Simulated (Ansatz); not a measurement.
Cost and result for the atomization energy of C3H7AlS (12 atoms, 13 bonds).

```xyz
12

C     0.190   -0.183    1.549
C     0.045   -0.079    0.066
S     1.557    0.496   -0.851
C    -1.050    0.809   -0.587
Al   -0.385   -0.602   -1.721
H     0.952   -0.911    1.840
H    -0.761   -0.519    1.972
H     0.438    0.780    2.013
H     2.337   -0.589   -0.672
H    -0.880    1.888   -0.650
H    -2.013    0.608   -0.113
H    -0.430   -1.698   -2.848
```

The species carries charge 0 and has multiplicity 1. The bonds changed during the relaxation, so this is another structure than the one it started from. Geometry: relaxed with PBE0-D4/def2-TZVP. It is one conformer, not always the lowest. Program: Ansatz. All runs use 4 threads of an AMD EPYC 7B13 on a shared host. Times are those of one run each, without the atoms' runs, and a repeat can differ threefold. Electronic energies, without spin–orbit coupling; frozen cores. CCSD(T)/CBS adds CCSD(T) − MP2 in def2-TZVPP to the MP2 limit, and its time is that of the two runs behind it. T1 = 0.012. B3LYP takes the VWN-RPA correlation (the form of Gaussian; ORCA's B3LYP/G).

CCSD(T)/CBS is a level of theory with its own doubt, some kJ/mol a heavy atom from the limit and from the frozen cores, so smaller differences don't rank the functionals.

```
                             level  functions  wall time  atomization (kJ/mol)  difference from CCSD(T)/CBS  per bond
   PBE-D4/def2-TZVPP (with forces)        275      2.5 s                4331.3                         95.1       7.3
                PBE0-D4/def2-TZVPP        275      3.1 s                4270.9                         34.7       2.7
r2SCAN-D4/def2-TZVPP (with forces)        275      4.4 s                4268.7                         32.5       2.5
 B3LYP-D4/def2-TZVPP (with forces)        275      4.8 s                4221.9                        -14.3      -1.1
                 B2PLYP/def2-TZVPP        275      5.5 s                4177.2                        -59.0      -4.5
                ωB97X-V/def2-TZVPP        275        7 s                4251.5                         15.3       1.2
  ωB97M-V/def2-TZVPP (with forces)        275       10 s                4257.4                         21.2       1.6
                    MP2/def2-QZVPP        521       23 s                4255.7                         19.5       1.5
                CCSD(T)/def2-TZVPP        275      110 s                4127.1                       -109.1      -8.4
                 CCSD(T)/CBS(def2)          –    2.3 min                4236.2                          0.0       0.0
```

From PBE to PBE0 (25 % exact exchange), in def2-TZVPP and without D4, the atomization energy moves by −55.8 kJ/mol: exact exchange takes away binding that semilocal exchange gives to molecules. The D4 term adds +47.1 kJ/mol with B3LYP and +24.6 kJ/mol with PBE0; it sums over pairs of atoms, weighted by their polarisabilities, and B3LYP, whose exchange is more repulsive, gets the larger term. In def2-TZVPP, CCSD(T) changes the Hartree–Fock value by +1060.0 kJ/mol (the triples alone add +70.6 kJ/mol) and MP2 by +1124.6 kJ/mol; breaking electron pairs costs correlation energy, which Hartree–Fock lacks.
